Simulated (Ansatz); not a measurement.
Mulliken charges of ClGeH$_{5}$O$_{2}$Si, SMILES `[OH][GeH2][SiH](O)Cl` from PBE/def2-TZVPP in Ansatz (PBE0-D4/def2-TZVP geometry).

| atom | x (Å) | y (Å) | z (Å) | charge (e) |
| --- | --- | --- | --- | --- |
| O1 | -0.879 | -1.210 | 1.875 | -0.389 |
| Ge2 | 0.286 | -1.116 | 0.526 | 0.256 |
| Si3 | 0.230 | 1.114 | -0.344 | 0.423 |
| O4 | 0.756 | 1.236 | -1.890 | -0.330 |
| Cl5 | -1.772 | 1.635 | -0.197 | -0.229 |
| H6 | -1.683 | -0.723 | 1.679 | 0.176 |
| H7 | 1.630 | -1.538 | 1.138 | -0.008 |
| H8 | -0.114 | -2.117 | -0.585 | -0.039 |
| H9 | 1.001 | 2.121 | 0.414 | -0.055 |
| H10 | 0.370 | 0.659 | -2.552 | 0.194 |

Q: By hand: the dipole of these point charges (1 e Å = 4.8032 D).

A: Σ q r = (0.381, -0.147, -0.280) e Å, of length 0.495 e Å = 2.38 D.

Q: How does the dipole of the full density compare? (An estimate is asked.)

A: Ansatz gave: (0.048, -0.063, -0.369) e Å, 1.81 D; the point charges give 1.31 times that, at 46° from its direction.

Point charges leave out the atoms' own dipoles, such as those of lone pairs, and Mulliken's split depends on the basis, so the two needn't agree.
